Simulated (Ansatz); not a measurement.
Stepwise reaction of `[F][Al]([Br])[Br]` with hydrogen, as a gas-phase model of exchange steps in deposition or etching. ΔE in kJ/mol; ΔG adds harmonic PBE0-D4 terms to CCSD(T)/CBS, at 1 bar.

Isolated molecules relaxed with PBE0-D4/def2-TZVP in Ansatz; ΔE leaves out vibrations. CCSD(T)/CBS is the MP2 limit (def2-TZVPP, def2-QZVPP) plus CCSD(T) − MP2 in def2-TZVPP, frozen cores. This one scheme is used for every species. Functionals use def2-TZVPP. B3LYP here is the variant with VWN-RPA as its local correlation; programs differ in this. For Br outer-core shells are correlated without core-valence functions, which leaves a few kJ/mol of doubt a bond. Scalar relativity is left out up to krypton.

```
step                                         reaction  PBE-D4  B3LYP-D4  ωB97M-V  CCSD(T)/CBS  ΔG(600 K)
   1  `[F][Al]([Br])[Br]` + H₂ → `[F][AlH][Br]` + HBr   128.7     129.2    129.5        135.1      120.1
```

(1) Give the row of step 2, `[F][AlH][Br]` + H₂ → `[F][AlH2]` + HBr. (Best estimate.)

(2) By hand: ΔE of the 2 steps together at CCSD(T)/CBS.

Results:

(1) Computed: 
```
step                                 reaction  PBE-D4  B3LYP-D4  ωB97M-V  CCSD(T)/CBS  ΔG(600 K)
   2  `[F][AlH][Br]` + H₂ → `[F][AlH2]` + HBr   142.9     142.1    144.0        148.0      140.3
```

(2) (135.1) + (148.0) = 283.1 kJ/mol, or 141.6 kJ/mol a step.

In ΔE each step is higher than the one before. All are uphill at CCSD(T)/CBS. ΔG lies between 120.1 and 140.3 kJ/mol a step. PBE-D4 differs from CCSD(T)/CBS by -6.4 to -5.1 kJ/mol a step. Isolated molecules leave out the surface, adducts and barriers. Largest T1 diagnostic: 0.012.
